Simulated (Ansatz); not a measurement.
Input file for Ansatz (a program for electronic structure): R-B3LYP/def2-TZVPP on C2H6Zn (SMILES C[CH2][ZnH]), a point of a bond scan (R = 1.095 Å).

Ansatz 0.2 input:
```yaml
crystal:
  periodic: [false, false, false]
  atoms:
    - {symbol: Zn, position_ang: [-0.10398068, 0.14810832, 0.83353139]}
    - {symbol: H, position_ang: [-0.34502961, 0.86439028, 2.18452390]}
    - {symbol: C, position_ang: [0.20220802, -0.76013951, -0.88503749]}
    - {symbol: C, position_ang: [0.18421590, 0.15106074, -2.12117922]}
    - {symbol: H, position_ang: [-0.55494699, -1.54400481, -0.98683516]}
    - {symbol: H, position_ang: [1.16178570, -1.28259314, -0.81912726]}
    - {symbol: H, position_ang: [0.95366748, 0.92470169, -2.06784846]}
    - {symbol: H, position_ang: [-0.77469446, 0.66151920, -2.23669242]}
    - {symbol: H, position_ang: [0.36009488, -0.41279036, -3.04266189]}
basis:
  gaussian:
    orbitals: def2-TZVPP
    pivot_positions_ang: [[-0.10398068, 0.14810832, 0.83353139], [-0.34502961, 0.86439028, 2.18452390], [0.20220802, -0.76013951, -0.88503749], [0.18421590, 0.15106074, -2.12117922], [-0.55494699, -1.54400481, -0.98683516], [1.16178570, -1.28259314, -0.81912726], [0.95366748, 0.92470169, -2.06784846], [-0.77469446, 0.66151920, -2.23669242], [0.36009488, -0.41279036, -3.04266189]]
hamiltonian:
  xc: {name: B3LYP}
scf: {lower_state_search: off}
output: {orbitals: {seedname: ./end}}
```

### Question
Predict the final total energy.

### Answer
-1859.2841 hartree.
